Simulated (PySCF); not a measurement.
Si(F)3(NHSiH3) (F₃H₄NSi₂), SMILES F[Si](F)(F)N[SiH3]. Geometry: PBE-D3(BJ)/def2-SVP. Other conformers were not sampled.

Q: Give the equilibrium geometry at PBE-D3(BJ)/def2-SVP (PySCF confirms it by a frequency run) as Cartesian coordinates in Å, and its point group. (The exact figures need the calculation; the answer reports its results.)

A: This is not unique; one that fits is point group Cs.
```xyz
10

F      0.3764    -1.7095    -1.2841
Si     0.0268    -0.7909     0.0000
F     -1.5635    -0.4923     0.0000
F      0.3764    -1.7095     1.2841
N      0.8072     0.7205     0.0000
Si     0.0032     2.3011     0.0000
H      1.8308     0.7343     0.0000
H      1.1052     3.3206     0.0000
H     -0.8548     2.4799    -1.2194
H     -0.8548     2.4799     1.2194
```
Charge 0, spin multiplicity 1.
